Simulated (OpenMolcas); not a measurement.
An OpenMolcas run meant for Mg I (ANO-L-VDZP, non-relativistic; inactive shells 1s 2s 2p; intended active space 2 electrons in 4 orbitals (3s 3p)). One step of its input:

```
&CASPT2
Multistate=1 1
Frozen=1 0
IPEA=0.25
Shift=5.0
MaxIter=60
WThr=0.0 0.3 0.05
PrWF=0.5
NoMix
```

The run finished. Its levels beside those of a sound run (SS-CASPT2, IPEA 0.25 Eh, imaginary shift 0.1 Eh (closed shells correlated: 2s 2p)), in cm⁻¹ above each run's lowest level:

```
     Level  This run  Usual run
   3s² ¹S₀       0.0        0.0
3s 3p ³P°₀     21734      21390
3s 3p ³P°₁     21749      21405
3s 3p ³P°₂     21779      21435
```

Which setting is unsound, and how much does it matter here?

The level shift is far above the usual 0.1 to 0.3 hartree and damps the second-order energy. Against the sound run the excited levels shown move by 340 cm-1 on average and by 340 cm-1 at most.

Only configurations of the active space appear.

° marks odd parity.
